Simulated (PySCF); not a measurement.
Si(AsH2)(F)2(H) (AsF₂H₃Si), SMILES F[SiH](F)[AsH2]. Atoms are numbered in the order given.

```xyz
7

Si    -1.0154     0.3839     0.0000
F     -1.6759    -0.3161    -1.3035
F     -1.6759    -0.3161     1.3035
As     1.2957    -0.1020     0.0000
H     -1.4224     1.8088     0.0000
H      1.5230     0.9373     1.1017
H      1.5230     0.9373    -1.1017
```

Geometry optimised at B3LYP-D3(BJ)/def2-SVP.

Two levels are set side by side: PBE/pcSseg-1 (PySCF) and PBE0/pcSseg-1 (PySCF). GIAO shifts against AsH3 (⁷⁵As), CFCl3 (¹⁹F), TMS (²⁹Si), TMS (¹H) at the same level; non-relativistic, no solvent, atoms listed together averaged. Differences are taken from unrounded values.

| quantity | PBE0 | PBE | PBE minus PBE0 |
|---|---|---|---|
| δ(²⁹Si) of Si1 (ppm) | 23.1 | 26.1 | 3.1 |
| δ(¹⁹F) of F2, F3 (ppm) | -140.5 | -151.8 | -11.3 |
| δ(⁷⁵As) of As4 (ppm) | -1.3 | 14.6 | 15.9 |
| δ(¹H) of H5 (ppm) | 6.34 | 6.70 | 0.35 |
| δ(¹H) of H6, H7 (ppm) | 2.37 | 2.32 | -0.05 |

Rough cost on one machine, each run with all the roots and properties that it gave: PBE0 against PBE within a factor of 2.
